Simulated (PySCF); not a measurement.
C₆H₈N₂O.
Structure used (PBE0-D3(BJ)/def2-SVP), in Å, numbered top down from 1:
```xyz
17
C6H8N2O angstrom
C     -2.490    0.764   -0.269
N     -1.628   -0.380   -0.311
C     -0.293   -0.330   -0.025
C      0.525   -1.466   -0.198
C      1.868   -1.365    0.128
C      2.409   -0.187    0.613
N      1.621    0.918    0.780
O      2.101    1.987    1.216
C      0.293    0.843    0.458
H     -2.516    1.210    0.740
H     -2.191    1.559   -0.979
H     -3.514    0.455   -0.517
H     -1.948   -1.195   -0.811
H      0.102   -2.400   -0.572
H      2.530   -2.225    0.008
H      3.450   -0.034    0.890
H     -0.234    1.780    0.621
```

Computed, not measured: PBE0-D3(BJ)/def2-SVP geometry optimisation, gas phase in PySCF 2.14.0.

Take the most abundant isotopes and a rigid rotor. The values belong to one conformer with, in the numbering `[CH3:1][NH:2][c:3]1[cH:4][cH:5][cH:6][n+:7]([O-:8])[cH:9]1`, C1–N2–C3–C4 -174°.

(1) Give the principal moments of inertia and the rotational constants in cm⁻¹.

(2) What kind of rotor is it?

(3) Is it planar, by Δ = Ic − Ia − Ib?

(4) Give the other two planar moments, Paa and Pbb, and the rms extents of the mass along the axes.

(5) Which types of transition are allowed, and where do some lines up to J = 3 fall?

Results:

(1) Ia = 172.00, Ib = 381.71, Ic = 550.31 u·Å²; 505379 MHz·u·Å²/I gives 2938, 1324 and 918.3 MHz, that is A = 0.09801, B = 0.04416, C = 0.03063 cm⁻¹.

(2) An asymmetric top: κ = (2 × 1324 − 2938 − 918.3)/(2938 − 918.3) = -0.60.

(3) Not planar: Δ = Ic − Ia − Ib = -3.40 u·Å². For a rigid frame Δ = −2 Σ m c², so Σ m c² = 1.70 u·Å² lies off the ab plane: 1.63 from hydrogen and 0.07 from heavier atoms. The atom farthest from that plane is 0.99 Å away.

(4) Paa = Σ m a² = (Ib + Ic − Ia)/2 = 380.01 and Pbb = Σ m b² = (Ia + Ic − Ib)/2 = 170.30 u·Å². With the mass M = 124.06 u, the rms extents √(P/M) along a, b and c are 1.75, 1.17, 0.12 Å.

(5) The dipole components are |μa| = 4.43 D, |μb| = 3.02 D, |μc| = 0.28 D. Intensities carry the squares of the components, which stand as 1.00 : 0.46 : 0.00 (a : b : c). Some lines, for components of 0.1 D or more:

```
type  branch         J(Ka,Kc)    MHz  lower level (cm⁻¹)
   a       Q  3(2,1) ← 3(2,2)    325               0.691
   a       Q  1(1,0) ← 1(1,1)    406               0.129
   c       Q  3(1,3) ← 3(0,3)    886               0.438
   a       Q  2(1,1) ← 2(1,2)   1217               0.265
   c       Q  2(1,2) ← 2(0,2)   1276               0.222
   c       Q  1(1,1) ← 1(0,1)   1614               0.075
   b       Q  1(1,0) ← 1(0,1)   2020               0.075
   b       Q  2(1,1) ← 2(0,2)   2493               0.222
   b       R  2(0,2) ← 1(1,1)   2803               0.129
   a       R  2(1,2) ← 1(1,1)   4079               0.129
   c       R  1(1,0) ← 0(0,0)   4262               0.000
   b       Q  3(2,1) ← 3(1,2)   4606               0.548
   a       R  2(1,1) ← 1(1,0)   4890               0.142
   b       Q  2(2,0) ← 2(1,1)   4910               0.305
   b       R  2(1,2) ← 1(0,1)   5693               0.075
   a       R  3(0,3) ← 2(0,2)   6469               0.222
   b       Q  3(2,2) ← 3(1,3)   6707               0.467
   c       R  2(1,1) ← 1(0,1)   6910               0.075
   b       R  3(1,3) ← 2(0,2)   7355               0.222
   b       R  2(2,1) ← 1(1,0)   9733               0.142
   c       R  3(1,2) ← 2(0,2)   9782               0.222
   c       R  2(2,1) ← 1(1,1)  10139               0.129
   b       R  3(2,2) ← 2(1,1)  11570               0.305
   c       R  3(2,1) ← 2(1,1)  11895               0.305
   c       R  3(2,2) ← 2(1,2)  12787               0.265
   b       R  3(2,1) ← 2(1,2)  13112               0.265
   b       R  3(3,0) ← 2(2,1)  15859               0.467
```

PBE0-D3(BJ)/def2-SVP frequencies: not computed here. Constants of a rigid frame at the computed geometry: no zero-point averaging, no centrifugal distortion. A rigid rotor knows nothing of inversion at nitrogen or internal rotation, which can split or shift real lines. Quadrupole hyperfine structure (14N) is left out.

Hardware: an Intel Xeon Platinum 8488C with one thread, no GPU, shared host with 192 logical CPUs at a one-minute load of 174. Cost: 4.0 min wall, 0.68 GiB resident at most. That covers the optimisation of the geometry.
